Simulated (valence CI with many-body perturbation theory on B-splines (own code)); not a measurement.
E1 transitions of Bi LXXIX

Method: configuration interaction combined with many-body perturbation theory (CI+MBPT): three valence electrons over a frozen Dirac-Fock core [He], radial functions for each j: 11 s, 11 p, 9 d, 7 f, 5 g, 2 h, 1 i, with the one-electron correlation potential Σ1 (screened to all orders), the two-electron term Σ2, the three-electron term Σ3, Breit, model QED; selected single and double excitations, second order for the rest (own B-spline code, finite nucleus).

No measured spectrum was set against this ion. As an estimate, large intervals hold to a few tenths of a per cent, small ones and those within an open d or f shell to about a per cent.

Lines 51 to 100 of 296 in falling wavelength, among levels below 18241 eV, chosen from the strongest by gf and those to the six lowest levels. Wavelengths and rates use the calculated energies. Electric multipoles are in the length gauge, E1 and E2 with the static RPA response of the core. Weak lines are less certain than strong ones. Lines between different terms over intervals too small for the method are left out, as are lines whose strength nearly cancels. The highest levels of a list are the least certain.

Levels are named by their leading jj configuration (3d3/2^4 stands for four electrons in 3d with j = 3/2), which in mixed levels can hold well under half, so a name can repeat and another be missing. Letters in brackets count levels of one name in rising energy.

| λ vac (Å) | Upper | Lower | A (s⁻¹) | S (a.u.) |
| --- | --- | --- | --- | --- |
| 14.97 | (2s 2p3/2 3p3/2) J=7/2 | (2s 2p3/2 3s) J=5/2 | 4.42e+12 | 5.85e-02 |
| 14.91 | (2s 2p3/2 3p3/2) J=5/2 [a] | (2s 2p3/2 3s) J=3/2 [a] | 1.94e+12 | 1.90e-02 |
| 14.90 | (2p1/2 2p3/2 3p3/2) J=3/2 [b] | (2p1/2 2p3/2 3s) J=3/2 [b] | 1.42e+12 | 9.30e-03 |
| 14.90 | (2s 2p3/2 3d5/2) J=5/2 [b] | (2p1/2 2p3/2 3s) J=3/2 [b] | 9.87e+11 | 9.66e-03 |
| 14.86 | (2s 2p1/2 3p3/2) J=5/2 [a] | (2s 2p1/2 3s) J=3/2 | 2.36e+12 | 2.29e-02 |
| 14.82 | (2s 2p3/2 3d5/2) J=7/2 [b] | (2p1/2 2p3/2 3s) J=5/2 | 1.04e+12 | 1.34e-02 |
| 14.81 | (2s 2p3/2 3p3/2) J=1/2 [a] | (2s 2p3/2 3s) J=3/2 [a] | 3.92e+12 | 1.26e-02 |
| 14.78 | (2p1/2^2 3p3/2) J=3/2 | (2p1/2^2 3s) J=1/2 | 4.25e+12 | 2.71e-02 |
| 14.73 | (2s 2p3/2 3d5/2) J=5/2 [b] | (2p1/2 2p3/2 3s) J=5/2 | 1.08e+12 | 1.03e-02 |
| 14.72 | (2s 2p3/2 3p3/2) J=3/2 [b] | (2s 2p3/2 3s) J=3/2 [b] | 2.09e+12 | 1.32e-02 |
| 14.72 | (2s 2p1/2 3p3/2) J=3/2 [a] | (2s 2p1/2 3s) J=1/2 [a] | 4.31e+12 | 2.71e-02 |
| 14.70 | (2s^2 3p3/2) J=3/2 | (2s^2 3s) J=1/2 | 4.68e+12 | 2.93e-02 |
| 14.63 | (2p1/2 2p3/2 3p3/2) J=3/2 [b] | (2p1/2 2p3/2 3s) J=1/2 | 1.41e+12 | 8.73e-03 |
| 14.58 | (2p1/2 2p3/2 3p3/2) J=5/2 [b] | (2p1/2 2p3/2 3s) J=3/2 [b] | 1.26e+12 | 1.15e-02 |
| 14.57 | (2s 2p3/2 3p3/2) J=3/2 [b] | (2s 2p3/2 3s) J=1/2 | 2.71e+12 | 1.65e-02 |
| 14.57 | (2s 2p1/2 3p3/2) J=3/2 [b] | (2s 2p1/2 3s) J=3/2 | 2.20e+12 | 1.34e-02 |
| 14.48 | (2s 2p3/2 3p3/2) J=1/2 [b] | (2s 2p3/2 3s) J=1/2 | 3.90e+12 | 1.17e-02 |
| 14.47 | (2s 2p1/2 3p3/2) J=5/2 [b] | (2s 2p1/2 3s) J=3/2 | 2.26e+12 | 2.03e-02 |
| 14.42 | (2p1/2 2p3/2 3p3/2) J=3/2 [b] | (2p1/2 2p3/2 3s) J=3/2 [a] | 1.53e+12 | 9.09e-03 |
| 14.41 | (2p1/2 2p3/2 3p3/2) J=5/2 [b] | (2p1/2 2p3/2 3s) J=5/2 | 1.29e+12 | 1.15e-02 |
| 14.34 | (2s 2p3/2 3p3/2) J=5/2 [a] | (2s 2p3/2 3s) J=5/2 | 2.71e+12 | 2.37e-02 |
| 14.23 | (2p1/2 2p3/2 3p3/2) J=1/2 [b] | (2p1/2 2p3/2 3s) J=3/2 [b] | 4.00e+12 | 1.14e-02 |
| 5.746 | (2s^2 2p3/2) J=3/2 | (2s 2p1/2^2) J=1/2 | 1.48e+11 | 5.54e-05 |
| 4.544 | (2s 2p1/2 2p3/2) J=3/2 [a] | (2s^2 2p1/2) J=1/2 | 3.63e+11 | 6.72e-05 |
| 4.515 | (2s 2p3/2^2) J=5/2 | (2s^2 2p3/2) J=3/2 | 8.79e+12 | 2.40e-03 |
| 4.465 | (2p1/2 2p3/2^2) J=3/2 | (2s 2p1/2 2p3/2) J=1/2 | 2.26e+13 | 3.97e-03 |
| 4.431 | (2p1/2 2p3/2^2) J=5/2 | (2s 2p1/2 2p3/2) J=3/2 [b] | 2.78e+13 | 7.16e-03 |
| 4.426 | (2p1/2 2p3/2 3d5/2) J=3/2 [a] | (2s 2p1/2 3d5/2) J=3/2 | 1.44e+13 | 2.47e-03 |
| 4.426 | (2p1/2 2p3/2 3p3/2) J=3/2 [a] | (2s 2p1/2 3p3/2) J=3/2 [b] | 1.44e+13 | 2.47e-03 |
| 4.423 | (2p1/2 2p3/2 3d5/2) J=5/2 [a] | (2s 2p1/2 3d5/2) J=5/2 [b] | 1.10e+13 | 2.83e-03 |
| 4.414 | (2p1/2 2p3/2 3d3/2) J=5/2 [a] | (2s 2p1/2 3d3/2) J=5/2 | 1.46e+13 | 3.71e-03 |
| 4.412 | (2p1/2 2p3/2 3s) J=3/2 [b] | (2s 2p1/2 3s) J=1/2 [b] | 2.14e+13 | 3.63e-03 |
| 4.411 | (2p3/2^3) J=3/2 | (2s 2p3/2^2) J=3/2 | 5.71e+13 | 9.68e-03 |
| 4.410 | (2p1/2 2p3/2 3d5/2) J=9/2 | (2s 2p1/2 3d5/2) J=7/2 | 2.42e+13 | 1.03e-02 |
| 4.405 | (2p1/2 2p3/2 3p3/2) J=7/2 | (2s 2p1/2 3p3/2) J=5/2 [a] | 2.70e+13 | 9.11e-03 |
| 4.398 | (2s 2p3/2 3d5/2) J=7/2 [b] | (2s 2p1/2 3p3/2) J=5/2 [b] | 2.91e+13 | 9.78e-03 |
| 4.394 | (2p1/2 2p3/2 3d5/2) J=5/2 [b] | (2s 2p1/2 3d5/2) J=3/2 | 1.13e+13 | 2.84e-03 |
| 4.390 | (2s 2p3/2 3p3/2) J=5/2 [b] | (2s^2 3p3/2) J=3/2 | 3.64e+13 | 9.13e-03 |
| 4.390 | (2p1/2 2p3/2 3d3/2) J=5/2 [b] | (2s 2p1/2 3d3/2) J=3/2 [b] | 2.38e+13 | 5.97e-03 |
| 4.388 | (2p1/2 2p3/2 3d3/2) J=7/2 | (2s 2p1/2 3d3/2) J=5/2 | 2.43e+13 | 8.11e-03 |
| 4.387 | (2p1/2 2p3/2 3d5/2) J=7/2 [a] | (2s 2p1/2 3d5/2) J=5/2 [a] | 2.05e+13 | 6.82e-03 |
| 4.386 | (2p1/2 2p3/2 3p1/2) J=5/2 | (2s 2p1/2 3p1/2) J=3/2 | 2.73e+13 | 6.83e-03 |
| 4.384 | (2p1/2 2p3/2 3p3/2) J=5/2 [a] | (2s 2p1/2 3p3/2) J=3/2 [a] | 1.96e+13 | 4.89e-03 |
| 4.383 | (2p1/2 2p3/2 3p1/2) J=3/2 [b] | (2s 2p1/2 3p1/2) J=1/2 [b] | 2.74e+13 | 4.55e-03 |
| 4.382 | (2p1/2 2p3/2 3d5/2) J=7/2 [b] | (2s 2p1/2 3d5/2) J=5/2 [b] | 1.27e+13 | 4.21e-03 |
| 4.379 | (2s 2p3/2 3d3/2) J=3/2 [b] | (2s^2 3d3/2) J=3/2 | 3.69e+13 | 6.12e-03 |
| 4.374 | (2s 2p3/2 3d5/2) J=3/2 [b] | (2s 2p1/2 3p3/2) J=5/2 [b] | 2.07e+13 | 3.42e-03 |
| 4.371 | (2s 2p3/2 3d3/2) J=5/2 [b] | (2s^2 3d3/2) J=3/2 | 3.37e+13 | 8.33e-03 |
| 4.368 | (2s 2p3/2 3p1/2) J=1/2 | (2s^2 3p1/2) J=1/2 | 3.87e+13 | 3.18e-03 |
| 4.368 | (2p1/2 2p3/2 3s) J=5/2 | (2s 2p1/2 3s) J=3/2 | 2.70e+13 | 6.66e-03 |
